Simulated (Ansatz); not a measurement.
Born–Oppenheimer molecular dynamics of GaH6N (8 atoms, charge 0, multiplicity 1). It starts at the highest image of a converged band. Of that band: Neighbouring images differ by up to 1.4 eV, so the band resolves the path poorly. A vibrational analysis at the climbing image gives one clearly imaginary mode, 1232i cm⁻¹: a first-order saddle point.

These are results of RKS PBE0/def2-SVP in Ansatz, not measurements.

* ensemble: NVE (velocity Verlet)
* time step: 0.5 fs
* steps asked: 200
* starting velocities drawn for: 300 K
* seed: 7548

Frames 2.5 fs apart, positions in Å.

Velocities at 30.0 fs (Å/ps):

```
Ga -0.01 0.57 -3.71
N 0.00 4.84 17.52
H -1.44 -17.12 -2.49
H 2.85 -55.34 -45.80
H -12.41 -31.14 40.34
H 26.97 -20.30 28.64
H -9.02 0.45 -49.73
H -6.11 16.61 42.10
```

```xyz
8
Properties=species:S:1:pos:R:3 time_fs=30.0 energy_less_start_eV=-0.830 T=1373
Ga -0.007 0.034 0.115
N -0.052 0.350 2.298
H -0.848 -0.181 2.743
H 0.640 -0.243 2.764
H 1.348 -0.737 -0.129
H -1.117 -1.137 0.134
H -0.276 1.573 -0.507
H -0.039 1.411 2.817
8
Properties=species:S:1:pos:R:3 time_fs=32.5 energy_less_start_eV=-0.973 T=1552
Ga -0.007 0.036 0.106
N -0.054 0.366 2.347
H -0.851 -0.187 2.711
H 0.668 -0.350 2.643
H 1.329 -0.804 -0.025
H -1.056 -1.174 0.206
H -0.293 1.538 -0.613
H -0.049 1.333 2.867
8
Properties=species:S:1:pos:R:3 time_fs=35.0 energy_less_start_eV=-0.713 T=1228
Ga -0.008 0.037 0.096
N -0.056 0.378 2.399
H -0.872 -0.141 2.653
H 0.696 -0.352 2.517
H 1.334 -0.842 0.084
H -1.018 -1.185 0.274
H -0.297 1.436 -0.679
H -0.030 1.144 2.876
8
Properties=species:S:1:pos:R:3 time_fs=37.5 energy_less_start_eV=-1.034 T=1625
Ga -0.009 0.039 0.087
N -0.055 0.365 2.436
H -0.942 -0.100 2.599
H 0.705 -0.267 2.413
H 1.356 -0.841 0.192
H -1.010 -1.174 0.338
H -0.292 1.298 -0.717
H 0.038 1.203 3.051
8
Properties=species:S:1:pos:R:3 time_fs=40.0 energy_less_start_eV=-0.395 T=814
Ga -0.009 0.040 0.078
N -0.060 0.356 2.467
H -1.004 -0.069 2.559
H 0.764 -0.214 2.351
H 1.380 -0.794 0.294
H -1.031 -1.144 0.395
H -0.290 1.196 -0.766
H 0.121 1.248 3.210
8
Properties=species:S:1:pos:R:3 time_fs=42.5 energy_less_start_eV=-0.739 T=1246
Ga -0.009 0.038 0.071
N -0.066 0.364 2.503
H -0.996 -0.040 2.542
H 0.818 -0.203 2.330
H 1.400 -0.705 0.384
H -1.076 -1.098 0.442
H -0.300 1.179 -0.863
H 0.164 1.101 3.210
8
Properties=species:S:1:pos:R:3 time_fs=45.0 energy_less_start_eV=-0.433 T=866
Ga -0.008 0.035 0.065
N -0.064 0.374 2.534
H -0.961 -0.041 2.553
H 0.765 -0.190 2.346
H 1.416 -0.584 0.454
H -1.132 -1.035 0.475
H -0.316 1.211 -0.983
H 0.181 0.938 3.193
8
Properties=species:S:1:pos:R:3 time_fs=47.5 energy_less_start_eV=-0.673 T=1166
Ga -0.008 0.032 0.059
N -0.061 0.376 2.546
H -0.958 -0.090 2.598
H 0.677 -0.226 2.370
H 1.432 -0.447 0.500
H -1.189 -0.958 0.493
H -0.320 1.231 -1.076
H 0.236 0.982 3.394
8
Properties=species:S:1:pos:R:3 time_fs=50.0 energy_less_start_eV=-0.438 T=867
Ga -0.008 0.029 0.053
N -0.059 0.388 2.560
H -0.951 -0.146 2.679
H 0.660 -0.356 2.393
H 1.457 -0.310 0.522
H -1.240 -0.875 0.494
H -0.306 1.204 -1.113
H 0.234 0.984 3.518
8
Properties=species:S:1:pos:R:3 time_fs=52.5 energy_less_start_eV=-0.701 T=1196
Ga -0.008 0.027 0.047
N -0.055 0.403 2.583
H -0.900 -0.159 2.785
H 0.622 -0.444 2.451
H 1.488 -0.185 0.518
H -1.281 -0.799 0.481
H -0.277 1.133 -1.097
H 0.167 0.864 3.455
8
Properties=species:S:1:pos:R:3 time_fs=55.0 energy_less_start_eV=-0.332 T=727
Ga -0.009 0.026 0.041
N -0.050 0.405 2.601
H -0.852 -0.134 2.889
H 0.537 -0.415 2.542
H 1.516 -0.083 0.491
H -1.311 -0.741 0.461
H -0.242 1.049 -1.060
H 0.126 0.775 3.434
8
Properties=species:S:1:pos:R:3 time_fs=57.5 energy_less_start_eV=-0.258 T=633
Ga -0.009 0.026 0.036
N -0.052 0.397 2.606
H -0.879 -0.104 2.968
H 0.522 -0.390 2.630
H 1.531 -0.013 0.448
H -1.329 -0.711 0.438
H -0.217 1.007 -1.059
H 0.174 0.826 3.611
```

Of the whole run (100 fs, mean temperature of the second half 970 K): The conserved energy stayed within 1.3 meV per atom of its start (net change -0.036 meV per atom), so the integration is sound. The kinetic energy rose, since the run started high on the potential surface and went downhill. It ends in pieces (GaH3 + H3N), so much of that is their flight and rotation, not heat. A run of 0.1 ps of so small a system gives no equilibrium averages. The orbitals stay closed-shell, which can raise the energy where a bond breaks towards radicals; this wasn't checked here.

Run time: 4.3 min on 2 threads of Arm Neoverse V1, on a shared host, peak memory 0.14 GiB.
